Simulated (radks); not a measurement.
Results of a calculation; reference values are marked as such.
Species: As3.75+. Configuration: [Ar] 4s2 3d(up 5, down 4.25) (fractional occupations, a model configuration). Level of theory: scalar-relativistic Kohn-Sham, PBE, spin-polarised, spherical densities, finite nucleus; Fermi nuclear charge, rms radius 4.0968 fm (a radial shooting solver on a logarithmic mesh with Libxc functionals).

X-ray form factor f0, the Fourier transform of the density (f0(0) = 29.25):

sin(theta)/lambda (1/angstrom),f0 (electrons)
0.05,28.981
0.1,28.215
0.15,27.062
0.2,25.657
0.25,24.129
0.3,22.572
0.4,19.572
0.5,16.851
0.6,14.460
0.8,10.764
1,8.434
1.25,6.826
1.5,5.916
2,4.613
